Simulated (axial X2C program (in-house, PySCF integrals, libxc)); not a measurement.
# Ω levels of IrCl⁺ from open-shell CI on d7 s0 p(π)0

Calculated with an axial X2C code built on PySCF integrals: two-component X2C with atomic mean-field Coulomb and Gaunt terms, basis Ir dyall-v3z, Cl dyall-v3z (cores contracted in-house). Orbitals come from Hartree–Fock averaged over the configuration Ir d7 s0 p(π)0; CI then distributes these electrons over the d, s, p(π) shells of Ir.

R = 2.197 Å (near the minimum of the configuration average).

Active spinors (ω > 0):

| shell | ω | ε (eV) | character |
| --- | --- | --- | --- |
| d | 3/2 | -17.17 | 99% Ir d |
| d | 1/2 | -16.24 | 82% Ir d, 11% Cl p, 3% Ir s |
| d | 5/2 | -16.07 | 100% Ir d |
| d | 3/2 | -15.48 | 89% Ir d, 8% Cl p |
| d | 1/2 | -15.05 | 72% Ir d, 19% Ir s, 7% Cl p |
| s | 1/2 | -1.32 | 85% Ir s, 10% Ir p |
| p(π) | 1/2 | -3.66 | 92% Ir p |
| p(π) | 3/2 | -3.39 | 94% Ir p |

Lowest levels of this model:

```
   Ω  energy (cm⁻¹)     g∥  configuration
 9/2              0  11.88        100% d7
 7/2           1387   8.78        100% d7
 1/2           1428   1.39        100% d7
 3/2           1674   4.08        100% d7
 5/2           1916   6.50        100% d7
 7/2           6742   8.96        100% d7
 5/2           6879   5.31        100% d7
 3/2           6881   3.50        100% d7
 1/2           7815   1.47        100% d7
 3/2           7924   2.65        100% d7
 5/2           8754   6.12        100% d7
 3/2          10070   3.50        100% d7
 1/2          10641   1.24        100% d7
 1/2          11802   0.12        100% d7
 5/2          14414   6.04        100% d7
 7/2          14972   8.07        100% d7
 9/2          17859   9.89        100% d7
 7/2          22573   7.00        100% d7
 9/2          24395   9.50        100% d7
11/2          24943  12.00        100% d7
```

g∥ is the magnitude of 2⟨Lz + ge Sz⟩ for the +Ω component.

Task: From Ω and g∥ of the lowest level, whose 2⟨Lz + ge Sz⟩ is positive, find ⟨Sz⟩ and ⟨Lz⟩ (ge = 2.0023).

Result: Ω = ⟨Lz⟩ + ⟨Sz⟩ = 9/2 and ⟨Lz⟩ + ge⟨Sz⟩ = 5.940, so ⟨Sz⟩ = 1.44 and ⟨Lz⟩ = 3.06.

Occupations of the active spinors in the lowest level by ω, shell by shell in order of energy: -5/2: 0.00; -3/2: 0.98 0.02 0.00; -1/2: 0.95 0.05 0.00 0.00; 1/2: 1.00 1.00 0.00 0.00; 3/2: 1.00 1.00 0.00; 5/2: 1.00. The leading determinant has weight 0.93 among 463.

This point took 3 s on 1 thread of Arm Neoverse V1, with other jobs on the host.

Dynamic correlation is missing, so gaps between terms are too wide and other configurations may lie lower; the lowest level listed is that of this model, not necessarily the ground state. For d shells the ligand-field splittings (σ, π, δ) and their order can be off by a thousand cm⁻¹ or more. At most 4 roots were kept for each Ω > 0 (twice that for Ω = 0) within 3.2 eV of the lowest, so higher up levels can be missing between those listed; levels with Ω > 0 are doubly degenerate and listed once, Ω = 0 levels singly. Some active spinors are only partly of the character that their shell is named for, so the shell names and counts are nominal. States that fill the shells left empty in the average are placed too high.
